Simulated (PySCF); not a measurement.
SMILES CC(C[SiH2]c1occc1)C, GFN2-xTB optimised geometry.

```
24

C      0.45    -3.60     2.91
C     -0.16    -2.33     2.31
C     -1.21    -1.76     3.25
C     -0.75    -2.63     0.93
Si    -1.41    -1.13    -0.04
C     -0.13     0.23     0.00
C      1.24     0.23     0.00
C      1.65     1.58     0.00
C      0.51     2.31     0.00
O     -0.57     1.51     0.00
H     -0.31    -4.36     3.04
H      1.23    -4.00     2.26
H      0.90    -3.39     3.88
H      0.64    -1.59     2.20
H     -0.79    -1.60     4.24
H     -1.59    -0.81     2.88
H     -2.05    -2.45     3.34
H      0.03    -3.12     0.33
H     -1.54    -3.37     1.04
H     -1.66    -1.55    -1.43
H     -2.66    -0.60     0.53
H      1.88    -0.64     0.00
H      2.66     1.95     0.00
H      0.33     3.37     0.00
```

Density from B3LYP/def2-SVP (PySCF) at that geometry.

Minimum of the electron density along straight lines between bonded atoms, close to the bond critical point (lines longer than 1.1 times the sum of covalent radii, or with two minima, are not listed):

```json
[
 {"bond": "C1–C2", "length / Å": "1.529", "ρ at the minimum / e bohr⁻³": "0.245", "∇²ρ there / e bohr⁻⁵": "-0.56", "position (fraction from the first atom)": "0.50"},
 {"bond": "C2–C3", "length / Å": "1.525", "ρ at the minimum / e bohr⁻³": "0.247", "∇²ρ there / e bohr⁻⁵": "-0.57", "position (fraction from the first atom)": "0.50"},
 {"bond": "C2–C4", "length / Å": "1.531", "ρ at the minimum / e bohr⁻³": "0.241", "∇²ρ there / e bohr⁻⁵": "-0.54", "position (fraction from the first atom)": "0.50"},
 {"bond": "C4–Si5", "length / Å": "1.905", "ρ at the minimum / e bohr⁻³": "0.112", "∇²ρ there / e bohr⁻⁵": "0.29", "position (fraction from the first atom)": "0.62"},
 {"bond": "Si5–C6", "length / Å": "1.875", "ρ at the minimum / e bohr⁻³": "0.113", "∇²ρ there / e bohr⁻⁵": "0.38", "position (fraction from the first atom)": "0.38"},
 {"bond": "C6–C7", "length / Å": "1.370", "ρ at the minimum / e bohr⁻³": "0.324", "∇²ρ there / e bohr⁻⁵": "-0.82", "position (fraction from the first atom)": "0.51"},
 {"bond": "C7–C8", "length / Å": "1.412", "ρ at the minimum / e bohr⁻³": "0.295", "∇²ρ there / e bohr⁻⁵": "(withheld)", "position (fraction from the first atom)": "0.50"},
 {"bond": "C8–C9", "length / Å": "1.362", "ρ at the minimum / e bohr⁻³": "0.328", "∇²ρ there / e bohr⁻⁵": "-0.85", "position (fraction from the first atom)": "0.48"},
 {"bond": "C6–O10", "length / Å": "1.356", "ρ at the minimum / e bohr⁻³": "0.278", "∇²ρ there / e bohr⁻⁵": "(withheld)", "position (fraction from the first atom)": "0.33"},
 {"bond": "C9–O10", "length / Å": "1.339", "ρ at the minimum / e bohr⁻³": "0.294", "∇²ρ there / e bohr⁻⁵": "(withheld)", "position (fraction from the first atom)": "0.33"},
 {"bond": "C1–H11", "length / Å": "1.089", "ρ at the minimum / e bohr⁻³": "0.276", "∇²ρ there / e bohr⁻⁵": "-1.01", "position (fraction from the first atom)": "0.62"},
 {"bond": "C1–H12", "length / Å": "1.088", "ρ at the minimum / e bohr⁻³": "0.277", "∇²ρ there / e bohr⁻⁵": "-1.01", "position (fraction from the first atom)": "0.62"},
 {"bond": "C1–H13", "length / Å": "1.088", "ρ at the minimum / e bohr⁻³": "0.277", "∇²ρ there / e bohr⁻⁵": "-1.01", "position (fraction from the first atom)": "0.62"},
 {"bond": "C2–H14", "length / Å": "1.096", "ρ at the minimum / e bohr⁻³": "0.278", "∇²ρ there / e bohr⁻⁵": "-1.00", "position (fraction from the first atom)": "0.62"},
 {"bond": "C3–H15", "length / Å": "1.088", "ρ at the minimum / e bohr⁻³": "0.277", "∇²ρ there / e bohr⁻⁵": "-1.01", "position (fraction from the first atom)": "0.62"},
 {"bond": "C3–H16", "length / Å": "1.087", "ρ at the minimum / e bohr⁻³": "0.278", "∇²ρ there / e bohr⁻⁵": "-1.01", "position (fraction from the first atom)": "0.62"},
 {"bond": "C3–H17", "length / Å": "1.088", "ρ at the minimum / e bohr⁻³": "0.276", "∇²ρ there / e bohr⁻⁵": "-1.00", "position (fraction from the first atom)": "0.62"},
 {"bond": "C4–H18", "length / Å": "1.093", "ρ at the minimum / e bohr⁻³": "0.271", "∇²ρ there / e bohr⁻⁵": "-0.95", "position (fraction from the first atom)": "0.62"},
 {"bond": "C4–H19", "length / Å": "1.092", "ρ at the minimum / e bohr⁻³": "0.271", "∇²ρ there / e bohr⁻⁵": "-0.95", "position (fraction from the first atom)": "0.62"},
 {"bond": "Si5–H20", "length / Å": "1.471", "ρ at the minimum / e bohr⁻³": "0.116", "∇²ρ there / e bohr⁻⁵": "0.32", "position (fraction from the first atom)": "0.49"},
 {"bond": "Si5–H21", "length / Å": "1.466", "ρ at the minimum / e bohr⁻³": "0.117", "∇²ρ there / e bohr⁻⁵": "0.34", "position (fraction from the first atom)": "0.49"},
 {"bond": "C7–H22", "length / Å": "1.071", "ρ at the minimum / e bohr⁻³": "0.286", "∇²ρ there / e bohr⁻⁵": "-1.11", "position (fraction from the first atom)": "0.63"},
 {"bond": "C8–H23", "length / Å": "1.071", "ρ at the minimum / e bohr⁻³": "0.286", "∇²ρ there / e bohr⁻⁵": "-1.11", "position (fraction from the first atom)": "0.63"},
 {"bond": "C9–H24", "length / Å": "1.073", "ρ at the minimum / e bohr⁻³": "0.291", "∇²ρ there / e bohr⁻⁵": "-1.17", "position (fraction from the first atom)": "0.65"}
]
```

Q: What belongs in the gaps?

A: 
- C7–C8, ∇²ρ there / e bohr⁻⁵: -0.71
- C6–O10, ∇²ρ there / e bohr⁻⁵: 0.10
- C9–O10, ∇²ρ there / e bohr⁻⁵: 0.06
